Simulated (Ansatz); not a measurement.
Geometry optimisation, RKS PBE0-D4/STO-3G (Ansatz 0.2.0).

The input (input.yaml):

```yaml
crystal:
  periodic: [false, false, false]
  atoms:
    - { symbol: B, position_ang: [1.3384, -1.8953, 1.1455] }
    - { symbol: C, position_ang: [0.1846, -0.7143, 1.0502] }
    - { symbol: Si, position_ang: [-0.3322, -0.4271, -0.7456] }
    - { symbol: F, position_ang: [-0.8572, -1.8461, -1.3721] }
    - { symbol: O, position_ang: [-1.5054, 0.8026, -0.8324] }
    - { symbol: C, position_ang: [-0.8719, 2.0794, -0.8149] }
    - { symbol: H, position_ang: [2.3614, -1.7041, 0.6046] }
    - { symbol: H, position_ang: [1.114, -2.8218, 1.7372] }
    - { symbol: H, position_ang: [0.6029, 0.2438, 1.5191] }
    - { symbol: H, position_ang: [-0.7048, -1.0149, 1.6545] }
    - { symbol: H, position_ang: [0.8801, -0.0487, -1.4906] }
    - { symbol: H, position_ang: [-1.6326, 2.8593, -0.8341] }
    - { symbol: H, position_ang: [-0.2783, 2.2209, -1.7292] }
    - { symbol: H, position_ang: [-0.3119, 2.2371, 0.1368] }
basis:
  gaussian: { orbitals: STO-3G }
hamiltonian:
  xc: pbe0
  dispersion: d4
relax:
  f_tol: 0.015
  max_steps: 40
output:
  orbitals: {}
```

Run as:

```bash
$ ansatz run input.yaml --threads 1 --pin off --max-ram 2048MiB --backend cpu --events-out ev --progress --plain --runs-dir out
```

Q: Where does it end, and by what steps?

A: It converged. Limits of this set-up: minimal basis. After 11 steps the energy has fallen by 0.534 eV; H8 moved furthest, 0.42 Å.

```json
{"step": "0", "energy less start (eV)": "0.0000", "largest force component (eV/Å)": "3.785", "accepted": "yes"}
{"step": "1", "energy less start (eV)": "-0.3694", "largest force component (eV/Å)": "1.420", "accepted": "yes"}
{"step": "2", "energy less start (eV)": "-0.4065", "largest force component (eV/Å)": "1.280", "accepted": "yes"}
{"step": "3", "energy less start (eV)": "-0.5060", "largest force component (eV/Å)": "0.255", "accepted": "yes"}
{"step": "4", "energy less start (eV)": "-0.4856", "largest force component (eV/Å)": "0.693", "accepted": "no"}
{"step": "5", "energy less start (eV)": "-0.5295", "largest force component (eV/Å)": "0.129", "accepted": "yes"}
{"step": "6", "energy less start (eV)": "-0.5307", "largest force component (eV/Å)": "0.217", "accepted": "yes"}
{"step": "7", "energy less start (eV)": "-0.5336", "largest force component (eV/Å)": "0.044", "accepted": "yes"}
{"step": "8", "energy less start (eV)": "-0.5338", "largest force component (eV/Å)": "0.028", "accepted": "yes"}
{"step": "9", "energy less start (eV)": "-0.5338", "largest force component (eV/Å)": "0.056", "accepted": "no"}
{"step": "10", "energy less start (eV)": "-0.5339", "largest force component (eV/Å)": "0.021", "accepted": "yes"}
{"step": "11", "energy less start (eV)": "-0.5339", "largest force component (eV/Å)": "0.006", "accepted": "yes"}
```

```xyz
14
Properties=species:S:1:pos:R:3
B 1.295 -1.812 1.138
C 0.300 -0.649 1.056
Si -0.267 -0.497 -0.751
F -1.021 -1.856 -1.241
O -1.472 0.709 -0.905
C -0.908 2.033 -0.751
H 2.430 -1.641 0.894
H 0.929 -2.902 1.369
H 0.748 0.322 1.294
H -0.603 -0.791 1.659
H 0.872 -0.190 -1.600
H -1.713 2.764 -0.944
H -0.082 2.250 -1.462
H -0.522 2.232 0.272
```

Whether the end is a true minimum wasn't checked by a vibrational analysis.

The run took 52 s on 1 thread of Arm Neoverse V1 (shared host), peak memory 0.18 GiB.
